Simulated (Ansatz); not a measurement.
Geometry optimisation, Ansatz, RKS BLYP-D4/def2-SVP.

Input:

```yaml
crystal:
  periodic: [false, false, false]
  atoms:
    - { symbol: Al, position_ang: [-0.88346, 1.32698, -1.17649] }
    - { symbol: O, position_ang: [-0.14877, 0.22221, -0.18952] }
    - { symbol: Sn, position_ang: [0.72821, -1.09409, 0.97202] }
    - { symbol: H, position_ang: [-2.35653, 1.1399, -1.54683] }
    - { symbol: H, position_ang: [-0.07734, 2.51747, -1.70098] }
    - { symbol: H, position_ang: [1.34754, -2.22338, -0.08014] }
    - { symbol: H, position_ang: [-0.49541, -1.66949, 1.93864] }
    - { symbol: H, position_ang: [1.88577, -0.21961, 1.78331] }
basis:
  gaussian: { orbitals: def2-SVP }
hamiltonian:
  xc: blyp
  dispersion: d4
relax:
  f_tol: 0.02
  max_steps: 40
scf:
  lower_state_search: "off"
```

Launched with:

```bash
$ ansatz run input.yaml --threads 1 --pin off --max-ram 2048MiB --backend cpu --events-out ev --progress --plain --runs-dir out
```

Question: Where does it end, and by what steps?

Answer: The forces met the threshold. After 4 steps the energy has fallen by 0.226 eV; H4 moved furthest, 0.11 Å.

| step | energy less start (eV) | largest force component (eV/Å) | accepted |
| --- | --- | --- | --- |
| 0 | 0.0000 | 0.923 | yes |
| 1 | -0.1999 | 0.676 | yes |
| 2 | -0.2244 | 0.174 | yes |
| 3 | -0.2261 | 0.037 | yes |
| 4 | -0.2262 | 0.001 | yes |

```xyz
8
Properties=species:S:1:pos:R:3
Al -0.917 1.377 -1.222
O -0.158 0.234 -0.212
Sn 0.733 -1.102 0.977
H -2.452 1.172 -1.597
H -0.067 2.614 -1.758
H 1.402 -2.312 -0.068
H -0.496 -1.738 2.020
H 1.954 -0.245 1.861
```

Time of the run: 7.5 s on 1 thread of Arm Neoverse V2 (shared host), peak memory 0.11 GiB.
